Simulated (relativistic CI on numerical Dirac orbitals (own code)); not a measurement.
# Line list: Electric-dipole lines, Os16+

Computed by Dirac-Coulomb-Breit CI, KLI orbitals optimised for each configuration, a model potential for QED, unscaled Slater integrals (own radial code, finite nucleus).

Configuration list (outside the closed core [Kr]): 4d10 4f12 5s2, 4d10 4f14, 4d10 4f13 5s, 4d10 4f12 5s 5p, 4d10 4f11 5s2 5p, 4d10 4f12 5s 5d, 4d10 4f11 5s 5p2, 4d10 4f13 5d, 4d10 4f13 6s, 4d9 4f13 5s2, 4d10 4f12 5s 5g, 4d10 4f13 5p, 4d9 4f14 5p, 4d10 4f12 5p2, 4d10 4f11 5p3, 4d9 4f13 5p2, 4d10 4f13 5f, 4d9 4f14 5f. Double excitations out of closed p, d and f shells are left out; levels of such configurations are missing from the list, as are those of other unlisted configurations, and high levels can miss mixing partners.

```
λ vac (nm)                    Lower                        Upper   A (s⁻¹)  log gf  S velocity/length
    32.690  4d10 4f13 5s 1F°_3 [12]      4d10 4f13 5p 3F_2 [106]  7.76e+09   -0.21               0.68
    32.738  4d10 4f13 5s 3F°_2 [10]       4d10 4f13 5p 3G_3 [99]  4.37e+09   -0.31               0.86
    32.876   4d10 4f13 5s 3F°_4 [5]       4d10 4f13 5p 3G_4 [69]  3.45e+09   -0.30               0.69
    33.244   4d10 4f13 5s 3F°_4 [5]       4d10 4f13 5p 3D_3 [63]  8.68e+09    0.00               0.73
    33.408   4d10 4f13 5s 3F°_3 [8]       4d10 4f13 5p 3G_4 [69]  5.43e+09   -0.09               0.88
    33.811   4d10 4f12 5s2 3H_6 [1]   4d10 4f12 5s 5p 3G°_5 [31]  1.71e+09   -0.49               0.60
    34.420   4d10 4f12 5s2 3H_5 [3]   4d10 4f12 5s 5p 5G°_4 [43]  2.16e+09   -0.46               0.64
    34.440   4d10 4f12 5s2 3H_4 [4]   4d10 4f12 5s 5p 3D°_3 [53]  2.24e+09   -0.56               0.68
    34.442  4d10 4f12 5s2 1I_6 [13]  4d10 4f12 5s 5p 3H°_5 [100]  3.62e+09   -0.15               0.61
    34.709   4d10 4f12 5s2 3H_4 [4]   4d10 4f12 5s 5p 3H°_5 [49]  2.87e+09   -0.24               0.92
    34.719   4d10 4f12 5s2 3H_5 [3]   4d10 4f12 5s 5p 5I°_6 [41]  3.00e+09   -0.15               0.94
    34.745   4d10 4f12 5s2 3H_4 [9]   4d10 4f12 5s 5p 3I°_5 [72]  3.03e+09   -0.22               0.92
    34.785  4d10 4f12 5s2 1I_6 [13]   4d10 4f12 5s 5p 3K°_7 [97]  3.49e+09   -0.02               0.96
    35.002   4d10 4f12 5s2 3F_4 [2]   4d10 4f12 5s 5p 3G°_5 [31]  1.71e+09   -0.46               0.90
    35.147   4d10 4f12 5s2 3F_4 [2]   4d10 4f12 5s 5p 5G°_4 [30]  2.19e+09   -0.44               0.78
    35.211   4d10 4f12 5s2 3H_5 [3]   4d10 4f12 5s 5p 3G°_5 [37]  1.97e+09   -0.40               0.83
    35.325   4d10 4f12 5s2 3H_6 [1]   4d10 4f12 5s 5p 3I°_7 [25]  3.11e+09   -0.06               0.98
    35.372   4d10 4f12 5s2 3H_6 [1]   4d10 4f12 5s 5p 3I°_6 [24]  1.85e+09   -0.35               0.82
    35.606  4d10 4f12 5s2 1I_6 [13]   4d10 4f12 5s 5p 3H°_6 [86]  1.97e+09   -0.31               0.86
    35.874   4d10 4f12 5s2 3F_4 [2]   4d10 4f12 5s 5p 3G°_5 [27]  1.05e+09   -0.65               0.98
```

Terms are leading LS components. Brackets give the number of a level in order of energy, since labels repeat. The list gives strong lines, with weight on those to low levels, among the lowest 200 of 3459 levels, so that lines to higher ones, which can be the strongest, are missing. Levels whose partners in the same complex of configurations lie outside the list can be far off, and so can their lines. Rates are taken at the computed energies, electric ones in the length gauge. A velocity-to-length ratio far from 1 marks an uncertain rate.

At this charge transitions that keep the count of f electrons are usually good to a few per cent. Terms inside the open d or f shell come out 10 to 20 % too wide with unscaled integrals. Levels that differ in their count of f electrons can be misplaced by several ten thousand cm⁻¹, since the correlation energy of f electrons is missing or only estimated; rates across such gaps can be off by orders of magnitude.

Question: From the table, what is the radiative lifetime of 4d10 4f13 5p 3G_4?

Answer: The listed rates from this level add up to about 8.88e+09 s⁻¹, 98 % of its decay; with all channels τ = 1.10e-10 s.

LS names give the leading component of a level, which can be under half, so a name can repeat, a term be missing and a line seem to break the LS rules.
